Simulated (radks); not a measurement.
Results of a calculation; reference values are marked as such.
Problem. The nitrogen anion N3-, 10 electrons, occupied as [Ne]. Code: a radial shooting solver on a logarithmic mesh with Libxc functionals. Model: scalar-relativistic Kohn-Sham, PBEsol, spin-unpolarised, spherical densities, point nucleus; Watson sphere of charge +3 and radius 2.29 bohr. Some entries of the table are withheld. Estimate them.

| orbital | occ. | eigenvalue (eV) | <r^2> (bohr^2) |
|---|---|---|---|
| 1s | 2 | (1) | (2) |
| 2s | 2 | (3) | (4) |
| 2p | 6 | (5) | (6) |

Solution. 
(1) 1s eigenvalue (eV): -376.6927
(2) 1s <r^2> (bohr^2): 0.07179
(3) 2s eigenvalue (eV): -17.1127
(4) 2s <r^2> (bohr^2): 2.687
(5) 2p eigenvalue (eV): -6.5458
(6) 2p <r^2> (bohr^2): 4.566
